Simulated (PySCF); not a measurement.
# Telling isomers of C$_{6}$H$_{9}$N$_{3}$ apart by NMR

Theory: NMR shieldings at PBE0/pcSseg-1/GIAO, PBE0-D3(BJ)/def2-SVP geometry, in PySCF 2.14.0 with density-fitted response routines (single conformer, non-relativistic Hamiltonian, equivalent nuclei averaged, in vacuum).

δ = σ(ref) − σ, references computed at the same level: 1H and 13C against TMS. Where no couplings were computed, multiplicities follow the n + 1 count of equivalent neighbours, and m marks all less simple cases (inequivalent or close neighbours, rings, F or P nearby). Shifts are as computed. Against solution values, carbons near 30 ppm lie about +2 ppm off and those near 130 ppm about +5 ppm. Of 1313 compounds with measured shifts, 239 miss one by over three times the rms of a fit or turn the order of signals round; such compounds aren't used in these exercises. OH and NH positions are gas-phase values without hydrogen bonding to other molecules.

(1) Tabulate the signals of `Cc1n[nH]nc1C1CC1`, `C=CCn1cc(C)nn1`, `C=Cn1c(C)nnc1C` and their relative energies.

(2) What is the quickest way to tell Cc1n[nH]nc1C1CC1 from C=CCn1cc(C)nn1?

(3) What is the quickest way to tell Cc1n[nH]nc1C1CC1 from C=Cn1c(C)nnc1C?

(4) What is the quickest way to tell C=CCn1cc(C)nn1 from C=Cn1c(C)nnc1C?

## Answers

(1) 
```tsv
SMILES	carbon types	δC	δH	E rel. (kcal/mol)
Cc1n[nH]nc1C1CC1	2×C 1×CH 2×CH2 1×CH3	152.3, 143.9, 12.9, 11.5, 7.6	9.89 (br s, 1H), 2.40 (s, 3H), 1.52 (m, 1H), 0.98 (m, 2H), 0.97 (m, 2H)	8.2
C=CCn1cc(C)nn1	1×C 2×CH 2×CH2 1×CH3	147.5, 143.8, 127.4, 124.5, 54.9, 12.8	7.27 (s, 1H), 6.15 (m, 1H), 5.75 (m, 1H), 5.58 (m, 1H), 4.77 (d, 2H), 2.43 (s, 3H)	16.1
C=Cn1c(C)nnc1C	2×C 1×CH 1×CH2 2×CH3	152.2, 134.8, 105.1, 14.4	6.76 (m, 1H), 5.43 (m, 1H), 5.00 (m, 1H), 2.47 (s, 6H)	0.0
```

Energies are electronic energies at PBE0/pcSseg-1 on these geometries, without zero-point or thermal terms, each for the one conformer computed, which needn't be the lowest.

(2) Count the carbon signals: 5 against 6. The first has a three-membered-ring carbon (CH) at 7.6 ppm, the second an alkene CH at 143.8 ppm. Their most deshielded carbons lie at 152.3 and 147.5 ppm. In the proton spectra the most deshielded non-exchanging signals are 2.40 (s, 3H) and 7.27 (s, 1H).

(3) Count the carbon signals: 5 against 4. The first has a three-membered-ring carbon (CH2) at 12.9 ppm, the second an alkene CH at 134.8 ppm. Their most deshielded carbons lie at 152.3 and 152.2 ppm. In the proton spectra the most deshielded non-exchanging signals are 2.40 (s, 3H) and 6.76 (m, 1H).

(4) Count the carbon signals: 6 against 4. The first has an allylic sp3 CH2 bonded to N at 54.9 ppm, the second a terminal =CH2 carbon at 105.1 ppm. Their most deshielded carbons lie at 147.5 and 152.2 ppm. In the proton spectra the most deshielded non-exchanging signals are 7.27 (s, 1H) and 6.76 (m, 1H).
